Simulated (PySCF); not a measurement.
# Stationary points of Sn(OH)₃

These are results of PBE0 in PySCF with Sn def2-SVP with ECP28, O def2-SVP, H def2-SVP; scalar-relativistic core potentials, no spin–orbit coupling; density-fitted integrals, not measurements.

Relaxations began from a few typed shapes; open shells are unrestricted. The search is not exhaustive: other isomers or separated fragments can lie lower, and high-lying points may rest on an excited occupation.

```tsv
spin	group	bonds	angles	imaginary modes (cm⁻¹)	ΔE (kJ/mol)	ΔE with ZPE (kJ/mol)
doublet	C3	O–H 0.967 Å (×3), Sn–O 1.999 Å (×3)	H–O–Sn 111.1° (×3), O–Sn–O 105.4° (×3)	none	0.0	0.0
doublet	C3h	O–H 0.969 Å (×3), Sn–O 2.039 Å (×3)	H–O–Sn 110.8° (×3), O–Sn–O 120.0° (×3)	258i, 67i, 67i	78.6	–
```

The lowest minimum found is the doublet C3: O–H 0.967 Å (×3), Sn–O 1.999 Å (×3); H–O–Sn 111.1° (×3), O–Sn–O 105.4° (×3).

For the lowest minimum: with an element this heavy the missing spin–orbit coupling can shift these numbers.
